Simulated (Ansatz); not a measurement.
Species: [B(F)3(pyridine)] (charge 0, multiplicity 1).

Q: Give a relaxed geometry from PBE-D3(BJ)/def2-SVP (Ansatz, an electronic-structure program).

A: This is not unique; one that fits is the end point of this relaxation, one of several conformers.
Z-matrix (Å, degrees):
```
N
C 1 1.3477
C 1 1.3478 2 120.78
C 3 1.3971 1 121.17 2 -1.21
C 2 1.3971 1 121.17 3 1.22
H 4 1.0990 3 119.74 1 -179.88
H 5 1.0990 2 119.74 1 179.86
H 3 1.0996 1 115.03 2 178.39
H 2 1.0996 1 115.03 3 -178.43
C 5 1.4031 7 121.40 2 -179.64
H 10 1.1004 5 120.43 7 -0.37
B 1 1.6764 2 119.60 9 4.55
F 12 1.3797 1 104.79 2 88.79
F 12 1.3836 13 113.61 1 -113.43
F 12 1.3836 13 113.62 14 -133.12
```
